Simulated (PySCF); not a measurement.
# What a mistake does to a calculation on AlCGeH8N

Calculated results; nothing here was measured. They come from PySCF 2.14.0, an open-source quantum chemistry program, on an isolated molecule that a program drew, which may never have been made. The molecule is AlCGeH8N (charge 0, singlet), drawn as the SMILES string `N[CH]([AlH2])[GeH3]`.

Each row is a Hartree-Fock (HF) and frozen-core CCSD(T) single point in the cc-pV(D+d)Z basis, meant for a local HF minimum. Run 1 is clean. Each other run has one planted mistake out of seven kinds, and not every kind appears here: one electron removed, one electron added, multiplicity raised by two, geometry at a saddle point, minimal basis STO-3G, one bond length entered in bohr, all coordinates scaled. The reference is restricted for singlets and unrestricted otherwise, and also for a bond in bohr. Adding or removing an electron swaps singlet and doublet. Electrons count all cores. HOMO and LUMO are orbital energies over both spins, the gradient is its largest component, and the lowest frequency (negative if imaginary) is given only where the gradient is small. Bond lengths are over the 11 bonds as drawn. T1 is the CCSD diagnostic: over 0.02 (restricted) or 0.045 (unrestricted) a single reference is doubtful. Germanium has the cc-pVDZ-PP basis, with a core potential (ECP10MDF) in place of its 10 inner electrons, and its 3s, 3p and 3d shells are frozen in CCSD(T).

Geometry of the clean run:
```xyz
12
AlCGeH8N, angstrom
N    -1.4118   -0.5372    0.2286
C    -0.0299   -0.0827    0.5359
Al    0.6257    1.5258   -0.4132
Ge    1.1192   -1.6904    0.3705
H    -2.0854    0.1377    0.5508
H    -1.5465   -0.5960   -0.7672
H     0.0202    0.1183    1.6148
H    -0.2299    2.0910   -1.6225
H     1.9738    2.2383    0.0139
H     2.6008   -1.3435    0.6006
H     0.9851   -2.2686   -1.0488
H     0.6908   -2.7598    1.3786
```

| run | electrons | basis functions | <S^2> | HOMO (eV) | LUMO (eV) | gradient (hartree/bohr) | lowest frequency (cm^-1) | mean bond (Å) | longest bond (Å) | T1 | HF (hartree) | CCSD(T) (hartree) | mistake |
|---|---|---|---|---|---|---|---|---|---|---|---|---|---|
| 1 | 66 | 114 | 0.000 | -9.15 | 1.14 | 2.4e-05 | 105 | 1.4853 | 1.983 | 0.0107 | -632.22954 | -632.79088 | no fault |
| 2 | 66 | 114 | 0.000 | -9.00 | 1.34 | 8.0e-02 | - | 1.3828 | 1.846 | 0.0099 | -632.17154 | -632.72271 | all coordinates scaled |
| 3 | 66 | 114 | 0.850 | -9.63 | 1.02 | 1.7e-02 | - | 1.5667 | 1.983 | 0.0448 | -632.11431 | -632.66141 | one bond length entered in bohr |
| 4 | 67 | 114 | 0.766 | 0.19 | 7.15 | 1.8e-02 | - | 1.4853 | 1.983 | 0.0124 | -632.20455 | -632.78249 | one electron added |
| 5 | 66 | 114 | 2.034 | -4.53 | -1.28 | 7.9e-02 | - | 1.4853 | 1.983 | 0.0180 | -632.09745 | -632.66044 | ? |
| 6 | 65 | 114 | 0.770 | -15.94 | -5.62 | 7.4e-02 | - | 1.4853 | 1.983 | 0.0308 | -631.95596 | -632.49523 | ? |

**Which mistake was planted in run 5, and what did it cost?**

Electrons, basis and geometry are unchanged, and <S^2> is 2.034, beside S(S+1) = 2.00 for a multiplicity of 3. So the mistake is: multiplicity raised by two. Subtracting run 1 and multiplying by 627.51 kcal/mol a hartree, the energy moved by 82.9 kcal/mol in HF and 81.9 kcal/mol in CCSD(T).

**Which mistake was planted in run 6, and what did it cost?**

It counts 65 electrons, one fewer than the clean run, at the same geometry and basis. So the mistake is: one electron removed. Subtracting run 1 and multiplying by 627.51 kcal/mol a hartree, the energy moved by 171.7 kcal/mol in HF and 185.5 kcal/mol in CCSD(T).

Cautions from the logs. Run 4: the HOMO is above zero, so the electron isn't bound and the energy depends on the basis.
